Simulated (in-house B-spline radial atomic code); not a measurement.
# PBE0 excitations of Br5+

Method: PBE0. Computed with a B-spline radial code for spherical atoms: linear response of the closed shell [Ar] 3d10 4s2 with the functional's adiabatic kernel; non-relativistic, point nucleus, no spin-orbit coupling, no double excitations, S, P, D and F terms only; shells from n = 2 respond. Only terms of natural parity with L up to 3 were computed.

Without relativity these are model numbers for so heavy an element.

Command:
```bash
python run_td.py task.json out
```
Settings (radii: box in bohr, nucleus in fm):
```
Z                        35
electrons                30
configuration            [Ar] 3d10 4s2
hamiltonian              nr
method                   pbe0
box_radius               16.35
intervals                54
```

Time taken, with all properties: 1.8 s on 1 thread of Arm Neoverse N1, on a shared host.

The lowest states, in the order of their Tamm-Dancoff energies; the method's threshold (minus the highest occupied level) is 81.16 eV. Labels give the largest channel, * marks a mixed state, and oscillator strengths are full-response dipole values. Semilocal kernels can invert the small singlet-triplet splittings of Rydberg terms. Energies in eV:

```json
{"state": "4s → 4p 3P", "full response": "12.218", "Tamm-Dancoff": "12.443", "oscillator strength": "-"}
{"state": "4s → 4p 1P", "full response": "17.838", "Tamm-Dancoff": "18.474", "oscillator strength": "1.53"}
{"state": "4s → 4d 3D", "full response": "35.28", "Tamm-Dancoff": "35.33", "oscillator strength": "-"}
{"state": "4s → 4d 1D", "full response": "37.13", "Tamm-Dancoff": "37.15", "oscillator strength": "-"}
{"state": "4s → 5s 3S", "full response": "43.43", "Tamm-Dancoff": "43.43", "oscillator strength": "-"}
{"state": "4s → 5s 1S", "full response": "44.49", "Tamm-Dancoff": "44.52", "oscillator strength": "-"}
{"state": "4s → 5p 3P", "full response": "48.75", "Tamm-Dancoff": "48.76", "oscillator strength": "-"}
{"state": "4s → 5p 1P", "full response": "49.24", "Tamm-Dancoff": "49.29", "oscillator strength": "0.08"}
{"state": "4s → 4f 3F", "full response": "53.00", "Tamm-Dancoff": "53.02", "oscillator strength": "-"}
{"state": "4s → 4f 1F", "full response": "53.50", "Tamm-Dancoff": "53.50", "oscillator strength": "-"}
{"state": "4s → 5d 3D", "full response": "?", "Tamm-Dancoff": "?", "oscillator strength": "-"}
{"state": "4s → 5d 1D", "full response": "57.42", "Tamm-Dancoff": "57.43", "oscillator strength": "-"}
{"state": "4s → 6s 3S", "full response": "?", "Tamm-Dancoff": "?", "oscillator strength": "-"}
{"state": "4s → 6s 1S", "full response": "60.22", "Tamm-Dancoff": "60.23", "oscillator strength": "-"}
{"state": "4s → 6p 3P", "full response": "62.29", "Tamm-Dancoff": "62.29", "oscillator strength": "-"}
{"state": "4s → 6p 1P", "full response": "62.43", "Tamm-Dancoff": "62.44", "oscillator strength": "0.036"}
```

Task: Where does 4s → 5d 3D lie?

Result: At 57.05 eV in full response, 57.06 eV in Tamm-Dancoff.

Task: Where does 4s → 6s 3S lie?

Result: At 59.93 eV in full response, 59.93 eV in Tamm-Dancoff.

Task: How large is the singlet-triplet splitting of 4s → 4p (P terms) in Tamm-Dancoff?

Result: 6.03 eV, from the unrounded values.

Task: What polarisabilities and dispersion coefficient does the method give?

Result: Dipole 3.907 bohr³, quadrupole 5.273 bohr⁵, C6 8.837 hartree·bohr⁶ for two such species.
